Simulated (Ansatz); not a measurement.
Abridged output of a molecular run in Ansatz:

```
Functional definition: HF
939 factors; integrals over basis functions are off by at most 1.4e-3 eV
mean field evaluation 1: about -9417.6634 eV, gradient 2.2e1 eV
mean field evaluation 2: about -9417.6699 eV, gradient 2.2e1 eV
mean field evaluation 4: about -9419.1653 eV, gradient 2.7e0 eV
mean field evaluation 8: about -9419.1901 eV, gradient 7.3e-5 eV
mean field -9419.19011356 eV, -346.1488521169 hartree, gradient 9.3e-6 eV, S^2 0.000000; 0 other end points of the search recorded, 0 dependent functions left out
6 core orbitals not correlated: weight in the atoms' cores, before any rotation towards them, 1.000 or more for the frozen orbitals, at most 0.000 for the correlated occupied ones
reference -9419.19011356 eV, -346.1488521169 hartree; 15, 15 occupied and 63, 63 virtual orbitals, 939 factors
second order -11.36853873 eV of doubles, -0.00000000 eV of singles
cycle   1  -12.15156202 eV  change   -7.8e-1 eV  update   7.6e-2
cycle   2  -12.50691978 eV  change   -3.6e-1 eV  update   2.4e-2
cycle   3  -12.55445752 eV  change   -4.8e-2 eV  update   8.1e-3
cycle   4  -12.55548256 eV  change   -1.0e-3 eV  update   2.3e-3
cycle   5  -12.55549381 eV  change   -1.1e-5 eV  update   7.1e-4
cycle   6  -12.55537636 eV  change    1.2e-4 eV  update   2.4e-4
cycle   7  -12.55536148 eV  change    1.5e-5 eV  update   7.0e-5
cycle   8  -12.55535627 eV  change    5.2e-6 eV  update   2.4e-5
perturbative correction -0.36398638 eV, -0.0133762528 hartree
Total energy: -9432.10945621 eV, -346.6236292023 hartree
```

Its atoms:

```xyz
9

C    -0.529    0.439    0.953
C     0.446    0.068   -0.144
Te   -0.516   -1.228   -1.576
H    -1.400    0.968    0.557
H    -0.048    1.096    1.683
H    -0.888   -0.443    1.490
H     1.306   -0.472    0.249
H     0.793    0.945   -0.687
H     0.835   -1.374   -2.525
```

(1) Which basis set was used?
A. def2-TZVPP
B. def2-TZVPPD
C. def2-SVP
D. cc-pV(T+d)Z

(2) Write the keys of the input that set method, charge and spin (a neutral closed shell needs none for the last two).

## Answers

(1) C. It gives 84 functions.

(2) 
```yaml
correlation: {method: ccsd_t}
```
